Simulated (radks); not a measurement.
Results of a calculation; reference values are marked as such.
Task: The neon ion Ne9+, 1s1. Level of theory: non-relativistic Kohn-Sham, exchange-only LDA, spin-polarised, spherical densities, point nucleus (a radial shooting solver on a logarithmic mesh with Libxc functionals). Every spin shell is full or empty, so the densities are truly spherical. Functionals are evaluated on that one density, not self-consistently. Rank these exchange functionals by their error against the exact value of the orbitals, and give that value: LDA, PBE, PBEsol, revPBE, OPTX, WC, SOGGA, G96, APBE, TPSS, revTPSS, r2SCAN, MS2, Tao-Mo, MVS.

Result: Exact: -3.10747 hartree. From best to worst, with 100 (|E| - |E exact|)/|E exact| (equal figures are ties): revTPSS +0.01, TPSS +0.02, r2SCAN +0.02, MVS +0.02, MS2 +0.02, Tao-Mo +0.02, G96 -0.38, APBE -0.53, OPTX -0.58, revPBE -0.60, PBE -2.06, WC -4.01, PBEsol -6.31, SOGGA -6.53, LDA -14.21.
